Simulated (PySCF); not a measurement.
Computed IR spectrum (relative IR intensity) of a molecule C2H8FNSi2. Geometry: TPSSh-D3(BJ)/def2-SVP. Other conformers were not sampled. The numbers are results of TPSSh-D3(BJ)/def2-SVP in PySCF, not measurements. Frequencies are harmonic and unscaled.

Lines under 2 % of the strongest are left out, and lines within 2 cm⁻¹ are merged.

```tsv
ν (cm⁻¹)	relative intensity
296	2.5
435	7.7
497	45
631	2.0
648	13
655	11
698	63
730	2.1
782	52
830	35
848	14
867	9.5
897	42
923	98
1039	14
1164	9.0
1178	2.7
1278	3.9
1341	16
1490	2.2
2232	55
2256	100
2992	30
3030	2.8
3041	16
3550	3.5
```

### Question
Which structure fits?
A) N[C@@H]1[SiH2]C[Si@@H]1F
B) C[Si@H]1CN[Si@H]1F
C) CN1C[Si@@H](F)[SiH2]1
D) C[Si@H](F)/N=C\[SiH3]

### Answer
B, C[Si@H]1CN[Si@H]1F
